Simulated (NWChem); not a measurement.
Species: BeNH₂I; SMILES [NH2][Be][I]

```xyz
5

Be     0.0000     0.0000     1.5296
I      0.0000     0.0000    -0.6514
N      0.0000     0.0000     3.0256
H      0.0000    -0.8270     3.6138
H      0.0000     0.8270     3.6138
```
Atoms are numbered in this order, from 1.

Computed with NWChem. Structure relaxed at the PBE0/def2-SVP level. def2 effective core potentials on I; no spin-orbit coupling. Vertical excitations in the gas phase; the lowest state need not have the same character in each row.

For level B3LYP/def2-SVPD, TDA:

```
Quantity                                  Result
----------------------------------------  ------
lowest excitation, singlet (eV)             5.48
lowest state with f > 0.02, singlet (eV)    6.05
orbital gap (eV)                            6.55
```

Problem. How do the values read with level LRC-wPBEh/def2-SVPD, TDA instead?

Solution. The lowest excitation, singlet (eV) is 5.74 and the lowest state with f > 0.02, singlet (eV) is 6.54. The orbital gap (eV) is 10.27.
